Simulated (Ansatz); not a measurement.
Sn2S4, relaxed as a singlet with RKS PBE-D4/def2-SVP in Ansatz, starting from the GFN2-xTB geometry. Force threshold 0.02 eV/Å.

In the def2 sets Sn takes a core potential; there is no spin–orbit coupling. Another isomer (singlet) lies 0.07 eV lower at PBE0-D4/def2-TZVP; other spin states weren't run for this one.

Start:

```xyz
6

Sn   -1.7284    0.7750   -0.8752
Sn    2.3903    0.3129   -0.3828
S    -0.9269   -1.3322    0.5699
S    -1.4443    0.3802    1.5789
S     1.1297   -1.5862    0.5964
S     0.5796    1.4503   -1.4871
```

```json
{"step": "1", "energy (eV)": "-54977.2930", "largest force component (eV/Å)": "1.120", "SCF passes": "19"}
{"step": "2", "energy (eV)": "-54977.3796", "largest force component (eV/Å)": "0.319", "SCF passes": "21"}
{"step": "3", "energy (eV)": "-54977.3955", "largest force component (eV/Å)": "0.064", "SCF passes": "21"}
{"step": "4", "energy (eV)": "-54977.3965", "largest force component (eV/Å)": "0.034", "SCF passes": "21"}
{"step": "5", "energy (eV)": "-54977.3981", "largest force component (eV/Å)": "0.019", "SCF passes": "21"}
```

Force components are those of the run's own axes.

End:

```
atom    x (Å)    y (Å)    z (Å)
 Sn1  -1.7413   0.7754  -0.9219
 Sn2   2.3696   0.3616  -0.3292
  S3  -0.9463  -1.3665   0.6073
  S4  -1.4170   0.4107   1.6271
  S5   1.1390  -1.6692   0.5667
  S6   0.5960   1.4880  -1.5500
```

By distances, no bond broke or formed. The bond that changes most is Sn1–S4, from 2.50 to 2.60 Å (atoms count from 1).

No frequencies were taken in this run, so the end may be a saddle point.

Hardware: 4 threads of Arm Neoverse V1 on a shared host. Wall time 7 s.
